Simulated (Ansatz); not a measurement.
Start from `C[CH](S)[Zn][F]` and change one atom or group to get `CC(S)N[SiH3]`.

Ansatz, PBE0-D4/def2-TZVP geometries, multiplicity 1. Each molecule was computed in one conformer, which needn't be the lowest.

Scalar relativity is left out up to krypton.

```csv
property,`C[CH](S)[Zn][F]`
HOMO energy (ωB97M-V/def2-TZVPP) / eV,-8.84
size of the dipole moment (ωB97M-V/def2-TZVPP) / D,2.58
HOMO–LUMO gap (PBE/def2-TZVPP) / eV,3.79
LUMO energy (B3LYP/def2-TZVPP) / eV,-1.25
LUMO energy (PBE/def2-TZVPP) / eV,-1.79
HOMO energy (PBE0/def2-TZVPP) / eV,-6.69
```

Task: What does the change do to each property? (An estimate is asked.)

Result: Ansatz gave: 
| property | `CC(S)N[SiH3]` | shift |
| --- | --- | --- |
| HOMO energy (ωB97M-V/def2-TZVPP) / eV | -8.93 | -0.09 |
| size of the dipole moment (ωB97M-V/def2-TZVPP) / D | 1.10 | -1.48 |
| HOMO–LUMO gap (PBE/def2-TZVPP) / eV | 4.62 | 0.83 |
| LUMO energy (B3LYP/def2-TZVPP) / eV | -0.16 | 1.09 |
| LUMO energy (PBE/def2-TZVPP) / eV | -0.80 | 0.99 |
| HOMO energy (PBE0/def2-TZVPP) / eV | -6.68 | 0.01 |

Dipoles are sizes alone; their direction can turn.

B3LYP here is the variant with VWN-RPA as its local correlation; programs differ in this.
